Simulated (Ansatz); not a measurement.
Reaction (cleavage of the Si–Si bond): `O[SiH2][SiH2][SiH2]F` + `O[SiH2]S` → `O[SiH2]S[SiH2]F` + `O[SiH2][SiH3]`

Calculated with Ansatz (gas phase, PBE0-D4/def2-TZVP geometries, no zero-point term in ΔE). CCSD(T)/CBS adds triple-zeta CCSD(T) − MP2 to the extrapolated MP2 energy (def2 sets, frozen cores). One conformer a species, not always the lowest.

```tsv
species	MP2/def2-QZVPP energy (Eh)
`O[SiH2][SiH2][SiH2]F`	-1046.36306
`O[SiH2]S`	-764.41232
`O[SiH2]S[SiH2]F`	-1153.93204
`O[SiH2][SiH3]`	-656.87301
```

(1) Work out ΔE.

Largest T1 diagnostic among the species: 0.013.

## Answers

(1) ΔE = (-1153.93204) + (-656.87301) − (-1046.36306) − (-764.41232) = -0.02967 Eh = -77.9 kJ/mol. CCSD(T)/CBS gives -69.4 kJ/mol.

From PBE to PBE0 (25 % exact exchange), in def2-TZVPP and without D4, ΔE moves by −3.4 kJ/mol.
